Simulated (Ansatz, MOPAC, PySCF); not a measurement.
Torsion H5–O1–B2–Se4 in BClH2OSe (SMILES OB(Cl)[SeH]); at each angle all else is relaxed with GFN2-xTB, and the levels are single points there.
Geometry at 180° (charge 0, multiplicity 1):
```xyz
6

O     -0.87082    -0.66812    -0.44731
B     -0.65482     0.55462     0.02963
Cl    -1.52730     1.22283     1.37524
Se     0.70661     1.59781    -0.85309
H     -1.53590    -1.23087    -0.04711
H      1.04827     0.58808    -1.81659
```

On the grid 0° to 330°, 90° is the highest and 180° the lowest point at MP2/CBS(def2-TZVPP, def2-QZVPP) + ΔCCSD(T)/def2-TZVPP.

Rows in 6-31G*, LANL2DZ carry no dispersion term and start afresh at each structure (6-31G* with six Cartesian d functions); the Pople sets are all-electron and without relativity. LANL2DZ brings its own core potentials from Na on. The state reached by AM1 isn't checked.

Codes used: Ansatz (Gaussian basis) for Hartree–Fock, density functionals and correlated methods; MOPAC for AM1 (differences of heats of formation); PySCF for 6-31G* rows, LANL2DZ rows. 

Question: One of these levels gives 7.75 kcal/mol for the energy at 90° less that at 180°. Which?
A) AM1
B) SVWN5/def2-TZVPP
C) M06-2X/6-31G*
D) B3LYP/LANL2DZ

Answer: D, B3LYP/LANL2DZ. The others give 16.42 (AM1), 8.84 (SVWN5/def2-TZVPP), 10.16 (M06-2X/6-31G*)

Ansatz is a quantum-chemistry and plane-wave program.
